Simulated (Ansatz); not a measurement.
Problem. Name a neutral molecule of C, N, P, Si and H with HOMO energy (ωB97M-V/def2-TZVPP) between -9.20 and -8.90 eV and LUMO energy (PBE0/def2-TZVPP) between -0.15 and 0.15 eV (Ansatz, PBE0-D4/def2-TZVP geometry).

Solution. `CC([SiH3])NP` (-9.15 eV, 0.02 eV); `P[SiH]1CN1` (-8.97 eV, -0.07 eV); `C[SiH]1NP1` (-8.93 eV, -0.14 eV). Other molecules can fit too; these were computed, each in one conformer that needn't be the lowest.
